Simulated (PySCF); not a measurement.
Molecule: phthalide (O=C1OCc2ccccc21, C₈H₆O₂).

Bonds (- single, = double, # triple, : aromatic): O1=C2, C2-O3, O3-C4, C4-C5, C5:C6, C6:C7, C7:C8, C8:C9, C9:C10, C10-C2, C10:C5. C4 carries H11, H12; C6 carries H13; C7 carries H14; C8 carries H15; C9 carries H16.

Frames of a GFN2-xTB Langevin trajectory at 300 K; GIAO PBE0/pcSseg-1 shieldings in PySCF 2.14.0 with density-fitted response routines, gas phase, non-relativistic; equivalent atoms averaged within each frame.

Referencing at the same level of theory: H2O for 17O (σ = 336.08 ppm); 13C (σ = 186.93 ppm) against TMS. The references are static minima.

How do the shifts (ppm) fluctuate along the trajectory?

Results:


| time (fs) | O1 | O3 | C2 | C5 | C9 | C8 | C10 | C7 | C6 | C4 |
| --- | --- | --- | --- | --- | --- | --- | --- | --- | --- | --- |
| optimised geometry | 412.6 | 211.1 | 174.4 | 154.1 | 133.1 | 133.8 | 133.6 | 138.3 | 126.9 | 71.5 |
| 250 | 398.1 | 235.8 | 168.6 | 159.0 | 144.1 | 138.7 | 134.8 | 134.5 | 120.8 | 74.0 |
| 425 | 445.7 | 214.5 | 178.9 | 159.1 | 136.1 | 135.0 | 125.2 | 140.0 | 132.1 | 70.7 |
| 625 | 442.4 | 222.4 | 181.2 | 161.9 | 131.0 | 136.7 | 138.8 | 149.0 | 135.0 | 70.7 |
| 800 | 425.4 | 232.5 | 176.1 | 150.4 | 137.4 | 132.9 | 143.0 | 141.2 | 126.3 | 81.4 |
| 1000 | 401.4 | 188.9 | 169.2 | 165.7 | 134.4 | 132.2 | 131.1 | 139.4 | 131.8 | 64.9 |
| mean of frames | 422.6 | 218.8 | 174.8 | 159.2 | 136.6 | 135.1 | 134.6 | 140.8 | 129.2 | 72.3 |
| standard deviation | 22.3 | 18.7 | 5.7 | 5.7 | 4.8 | 2.7 | 6.9 | 5.2 | 5.6 | 6.0 |

5 frames give an uncertainty of the mean of about the standard deviation over 2.2 at best, since frames this close in time may not be independent; classical motion lacks zero-point vibration, and the reference would need the same averaging.
